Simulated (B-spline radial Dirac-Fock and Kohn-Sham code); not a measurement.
**The Cd-like isoelectronic sequence (48 electrons), Z = 61 to 74**

Method: Dirac-Fock (average of configuration) total-energy differences with a finite nucleus, the Breit interaction including its frequency dependence, and self-energy and vacuum-polarisation corrections. Computed with a radial B-spline solver. Binding energies in eV, tabulated ground configurations. Electron correlation is not included.

| ion | configuration | 2p3/2 | 3d3/2 | 3d5/2 | 4d3/2 | outermost level | NIST ionisation energy |
| --- | --- | --- | --- | --- | --- | --- | --- |
| Pm¹³⁺ | [Kr] 4d10 5s2 | 6738.8 | 1334.2 | 1310.3 | 388.0 | 248.0 (5s) | 248 ± 3 |
| Sm¹⁴⁺ | [Kr] 4d10 4f1 5s1 | 7022.9 | 1414.8 | 1388.9 | 421.4 | 272.9 (5s) | 276 ± 14 |
| Eu¹⁵⁺ | [Kr] 4d10 4f2 | 7313.1 | 1497.5 | 1469.4 | 455.9 | 308.1 (4f) | 311 ± 16 |
| Gd¹⁶⁺ | [Kr] 4d10 4f2 | 7621.0 | 1595.8 | 1565.4 | 500.5 | 346.2 (4f) | 352 ± 17 |
| Tb¹⁷⁺ | [Kr] 4d10 4f2 | 7936.0 | 1697.4 | 1664.5 | 546.9 | 386.2 (4f) | 393 ± 20 |
| Dy¹⁸⁺ | [Kr] 4d10 4f2 | 8258.0 | 1802.1 | 1766.6 | 595.1 | 428.0 (4f) | 431 ± 21 |
| Ho¹⁹⁺ | [Kr] 4d10 4f2 | 8587.1 | 1910.1 | 1871.9 | 645.2 | 471.6 (4f) | 475 ± 24 |
| Er²⁰⁺ | [Kr] 4d10 4f2 | 8923.3 | 2021.4 | 1980.2 | 697.1 | 516.9 (4f) | 520 ± 30 |
| Tm²¹⁺ | [Kr] 4d10 4f2 | 9266.6 | 2135.8 | 2091.5 | 750.8 | 564.1 (4f) | 570 ± 30 |
| Yb²²⁺ | [Kr] 4d10 4f2 | ? | ? | ? | ? | ? | ? |
| Lu²³⁺ | [Kr] 4d10 4f2 | 9974.4 | 2374.4 | 2323.3 | 863.6 | 663.7 (4f) | 670 ± 30 |
| Hf²⁴⁺ | [Kr] 4d10 4f2 | 10338.9 | 2498.5 | 2443.8 | 922.8 | 716.2 (4f) | 730 ± 40 |
| Ta²⁵⁺ | [Kr] 4d10 4f2 | 10710.5 | 2625.8 | 2567.3 | 983.7 | 770.4 (4f) | 790 ± 40 |
| W²⁶⁺ | [Kr] 4d10 4f2 | 11089.3 | 2756.4 | 2693.8 | 1046.5 | 826.4 (4f) | 833.4 ± 1.9 |

Q: Fill in the row of Yb²²⁺.

A: 2p3/2 9616.9, 3d3/2 2253.5, 3d5/2 2205.9, 4d3/2 806.3, outermost 613.0 (4f), NIST 610 ± 30 eV.

NIST's values are for the lowest levels; a dash marks a value that is missing or belongs to another shell. Their kind here: semi-empirical, theoretical. Where a p, d or f shell is open in either ion the computed value averages over both j values and all terms, while the table refers to the lowest levels; that difference holds spin-orbit splitting (largest in heavy or highly charged ions), term energies where several electrons share open shells, and correlation, and it can reach 10 % or more.
